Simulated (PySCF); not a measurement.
**MBr cations for M along the alkaline earths**

CCSD(T) with double-zeta basis sets in PySCF, for the lowest determinant that a PBE0 search found; no spin–orbit coupling. De refers to high-spin ground-configuration atoms (the charge goes to the atom of lower measured ionisation energy or higher electron affinity, which is not always the lowest computed limit).

| M | basis | reference, frozen orbitals | charged atom | state (unpaired electrons) | Re (Å) | ωe (cm⁻¹) | De (eV) |
| --- | --- | --- | --- | --- | --- | --- | --- |
| Be | x2c-SVPall | RHF, 9 | Be+ | singlet (closed shell) | 1.907 | 812 | 3.49 |
| Ca | x2c-SVPall | RHF, 14 | Ca+ | singlet (closed shell) | 2.520 | 336 | 3.28 |
| Sr | def2-SVP | RHF, 9 | Sr+ | singlet (closed shell) | 2.682 | 261 | 3.38 |

(1) The row for M = Mg is missing. Estimate Re, ωe and De as the mean of the rows for Be and Ca, and compare with the calculation.

The rows differ in basis set, which adds steps of its own.

Correlated steps freeze the inner cores (9 to 14 orbitals); shallow outer-core shells are correlated. Correlated levels converge slowly with the basis: in double zeta they bind strong bonds too weakly, by up to about 1 eV, and carry superposition errors of some tenths. For an ion De counts to the pair picked by the measured ionisation energies or electron affinities, which need not be the lowest pair at this level. Where the molecule has an RHF reference, its open-shell atoms are computed with UHF.

Results:

(1) The means are 2.213 Å, 574 cm⁻¹ and 3.38 eV. RHF-CCSD(T) in x2c-SVPall gives MgBr⁺ as a singlet (closed shell) with Re = 2.302 Å, ωe = 428 cm⁻¹, De = 2.51 eV, so the estimate is off by -8.8 pm, +34 % and +0.88 eV.
